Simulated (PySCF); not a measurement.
Si(GeH3)(OH)3 (GeH₆O₃Si), SMILES O[Si](O)(O)[GeH3]. Geometry: PBE-D3(BJ)/def2-SVP. One conformer was computed; it need not be the lowest.

Computed equilibrium geometry at PBE-D3(BJ)/def2-SVP (PySCF confirms it by a frequency run) as Cartesian coordinates in Å (one conformer of several):
```xyz
11

O     -1.3333     0.9084     1.5044
Si    -0.8919     0.1117     0.1011
O     -1.3698     1.0495    -1.1950
O     -1.6625    -1.3797     0.2091
Ge     1.4560    -0.1621    -0.1729
H     -1.5220     0.3141     2.2520
H     -2.2597     1.4374    -1.0998
H     -1.4244    -2.0159    -0.4878
H      2.0479    -0.9439     1.0322
H      2.1994     1.1939    -0.2765
H      1.7777    -0.9871    -1.4504
```
